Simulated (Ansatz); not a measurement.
Gas-phase reaction 3 R1 + R2 → 3 P1 + P2, each structure at its B3LYP-D3(BJ)/def2-TZVP stationary point, reached from a drawn start (curvature not checked).
P1: H2 (SMILES [H][H]), charge 0, multiplicity 1.
R1, HF (SMILES F) (charge 0, multiplicity 1):
```xyz
2

F      0.00000     0.00000     0.46223
H      0.00000     0.00000    -0.46223
```
R2: SiH4 (SMILES [SiH4]), charge 0, multiplicity 1.
P2, F3HSi (SMILES F[SiH](F)F) (charge 0, multiplicity 1, Z-matrix in Å and degrees):
```
Si
F 1 1.5787
F 1 1.5787 2 108.27
F 1 1.5787 2 108.27 3 -117.18
H 1 1.4565 2 110.64 4 -121.41
```

P less R. No zero-point or thermal terms.

Cores are frozen in the correlated methods.

Run with Ansatz (a first-principles code) with Gaussian orbitals. All values are computed, each at the level named.

### Question
What reaction energy does wB97X-V/def2-TZVPP give?

### Answer
-90.3 kcal/mol

### Question
Give the reaction energy at the level SVWN5/def2-TZVPP.

### Answer
-85.7 kcal/mol

### Question
Give the reaction energy at the level CCSD(T)/cc-pV(T+d)Z.

### Answer
-91.2 kcal/mol
